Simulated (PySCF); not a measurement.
Al(H)2(SMe) (CH5AlS), SMILES [S]([AlH2])C.

Coordinates come from a PBE0-D3(BJ)/def2-TZVP optimisation.

All values below come from PBE0/def2-TZVPD (PySCF).

Symmetry labels are those of the subgroup Cs that the program uses (full group Cs).

Computed valence orbital energies around the gap with their symmetry:
```
orbital  symmetry  energy (eV)
-------  --------  -----------
HOMO−7         A'       -17.68
HOMO−6         A'       -12.63
HOMO−5         A"       -12.14
HOMO−4         A'       -11.35
HOMO−3         A'       -10.26
HOMO−2         A'        -8.65
HOMO−1         A'        -8.10
HOMO           A"        -7.24
LUMO           A"        -1.31
LUMO+1         A'        -0.05
LUMO+2         A'         0.28
LUMO+3         A'         0.53
```
